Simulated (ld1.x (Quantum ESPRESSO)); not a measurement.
**Before and after: TM potential for Ga**

ld1.x (Quantum ESPRESSO) 7.5 input, shortened:

```
&input
   title='Ga', zed=31., rel=1, dft='PBE', iswitch=3,
   config='[Ar] 3d10 4s2 4p1 4d-2'
 /
 &inputp
   pseudotype=2, tm=.true., lloc=-1, rcloc=1.50,
   nlcc=.false.
 /
3
4S  1  0   2.00   0.00  1.40  1.40  0.0
4P  2  1   1.00   0.00  1.65  1.65  0.0
4D  3  2  -2.00  -0.05  1.80  1.80  0.0
 &test
   configts(1)='4s2 4p1'
 /
```

Change: all radii scaled by about 1.39 (s 1.94, p 2.30, d 2.50 bohr); local potential all-electron potential smoothed inside 2.08 bohr (lloc = -1).

Cutoffs: the cutoffs (Ry, on a coarse ladder) from which the occupation-weighted sum of valence levels, in a spherical-Bessel basis at the reference potential, stays within 10 and 1 mRy of its value at 400 Ry; they do not see the model core or the augmentation charge, which bear on the density cutoff. Errors are all-electron minus pseudo energies relative to the spin-unpolarised reference configuration.

Q: What does the change do?

A: The potential gets softer (35 Ry and 80 Ry → 15 Ry and 35 Ry); the bound ghost in d disappears; of the 7 tests that both files solve, the error grows in 0 and shrinks in 5 by more than 15 % and 0.3 meV (median size 13.1 → 9.9 meV). A larger radius leaves more room for a smooth pseudo-wave, so fewer plane waves are needed. That the errors move this way runs against the usual rule that smaller radii transfer better.

| quantity | base | changed |
| --- | --- | --- |
| cutoff, loose | 35 Ry | 15 Ry |
| cutoff, tight | 80 Ry | 35 Ry |
| loose cutoff by channel (10 mRy a level) | s 30 Ry, p 6 Ry | s 10 Ry, p 6 Ry |
| bound ghosts | d | none |
| error for 4s2 4p0, meV [ΔE 5.69 eV] | +13 | +9.9 |
| error for 4s1 4p0, meV [ΔE 26.82 eV] | +85 | +59 |
| error for 4s2 4p0.5, meV [ΔE 2.03 eV] | +2.2 | +1.7 |
| error for 4s0 4p3, meV [ΔE 13.37 eV] | +99 | +83 |
| error for 4s2 4p1.3, meV [ΔE -0.53 eV] | +0.5 | +0.5 |
| error for 4s1 4p1, meV [ΔE 13.06 eV] | +12 | +5.9 |
| error for 4s1 4p2, meV [ΔE 6.54 eV] | +19 | +17 |

 A true bound ghost makes a file unfit for plane-wave use even where its test errors are small: the radial tests pick states by their node count and pass the ghost by.
